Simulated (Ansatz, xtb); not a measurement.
## Two isomers of AlBFH3OSi

We compare I, `[F][Al]1[O]B[SiH2]1`, a singlet, with II, `O=B[SiH2][AlH][F]`, a singlet. Both are isolated molecules in the gas phase, relaxed with PBE0-D3(BJ)/def2-SVP; the shapes shown needn't be the lowest conformers.

I (Å):

```xyz
8

Al   -1.8523   -0.2384    0.0090
B     0.4872   -0.8238   -0.4599
F    -3.0233    0.7675    0.6102
O    -0.1337    0.2241    0.1226
Si   -0.9733   -2.1894   -1.0563
H     1.6938   -0.8625   -0.5664
H    -1.0789   -3.4978   -0.3408
H    -1.2354   -2.3799   -2.5158
```

II (Å):

```xyz
8

Al    0.0449   -1.9659   -1.8043
B    -2.4712   -0.5184    0.3154
F     0.4229   -3.5727   -1.5738
O    -3.6744   -0.4609    0.3214
Si   -0.4899   -0.6700    0.2053
H    -0.0155   -1.3134    1.4670
H     0.0393    0.7268    0.1200
H     0.0566   -1.4228   -3.2872
```

Q: Estimate which is lower in electronic energy at CCSD(T)/def2-SVP + ΔMP2/def2-TZVPP, and by roughly how much.

A: The CCSD(T)/def2-SVP + ΔMP2/def2-TZVPP calculation puts structure I lower, by 0.547 eV.

Level by level:

| level | geometry | E(II) − E(I) (eV) | departure from the last row (eV) | job, with rough time for the two |
| --- | --- | --- | --- | --- |
| GFN2-xTB | GFN2-xTB | +0.383 | −0.164 | optimisation, 0.21 s |
| HF/STO-3G | GFN2-xTB | −0.129 | −0.676 | single point, 0.42 s |
| r2SCAN-D4/def2-SVP | GFN2-xTB | +0.607 | +0.060 | single point, 6.3 s |
| PBE0-D3(BJ)/def2-SVP | PBE0-D3(BJ)/def2-SVP | +0.623 | +0.076 | optimisation, 2.1 min |
| HF/def2-SVP | PBE0-D3(BJ)/def2-SVP | +0.385 | −0.162 | part of the CCSD(T) run |
| MP2/def2-SVP | PBE0-D3(BJ)/def2-SVP | +0.353 | −0.194 | part of the CCSD(T) run |
| CCSD(T)/def2-SVP | PBE0-D3(BJ)/def2-SVP | +0.355 | −0.192 | single point |
| CCSD(T)/def2-SVP + ΔMP2/def2-TZVPP | PBE0-D3(BJ)/def2-SVP | +0.547 |  | single point, 30 s |

As drawn, II has 1 B=O, 1 Al–H in place of 1 Al–O, 1 B–O, 1 B–H. Structure I has a 4-membered ring, II no ring.

HF/STO-3G puts the two in the other order. The largest departure from CCSD(T)/def2-SVP + ΔMP2/def2-TZVPP is that of HF/STO-3G, 0.676 eV. The last row adds to CCSD(T) the change of the MP2 difference between the two basis sets, here +0.192 eV, a large step that makes the value less sure.

With harmonic frequencies from PBE0-D3(BJ)/def2-SVP (ideal gas, rigid rotor, one conformer each, 400 K, 1 atm): on the last row, ΔE + ΔZPE = +0.474 eV. A mode under 50 cm⁻¹ makes harmonic enthalpies and free energies unreliable, so none is given.

The correlated steps freeze 13 core orbitals. Programs: Ansatz 0.2.0, xtb 6.7.1; the last row on 1 thread of Arm Neoverse V1 on a shared host.
